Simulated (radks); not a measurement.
Results of a calculation; reference values are marked as such.
Isoelectronic series with 4 electrons, each ion in its NIST ground configuration. Level of theory: scalar-relativistic Kohn-Sham, PBE, spin-polarised, spherical densities, finite nucleus; Fermi nuclear charge, rms radius of each element as measured or else 0.836 A^(1/3) + 0.57 fm (a radial shooting solver on a logarithmic mesh with Libxc functionals). Total energies (hartree) and orbital eigenvalues (hartree):

ion,configuration,E (hartree),2s,1s
Be,[He] 2s2,-14.63287,-0.20615,-3.90326
B+,[He] 2s2,-24.30114,-0.71701,-7.11563
C2+,[He] 2s2,-36.47795,-1.48390,-11.33875
N3+,[He] 2s2,-51.16299,-2.50355,-16.56789
O4+,[He] 2s2,-68.35793,-3.77503,-22.80205
F5+,[He] 2s2,-88.06536,-5.29815,-30.04144
Ne6+,[He] 2s2,-110.28849,-7.07300,-38.28687
Mg8+,[He] 2s2,-162.29726,-11.37905,-57.80063
Al9+,[He] 2s2,-192.09176,-13.91109,-69.07199
Si10+,[He] 2s2,-224.41967,-16.69648,-81.35535
P11+,[He] 2s2,-259.28659,-19.73581,-94.65273
S12+,[He] 2s2,-296.69853,-23.02972,-108.9663
Cl13+,[He] 2s2,-336.66198,-26.57893,-124.2985
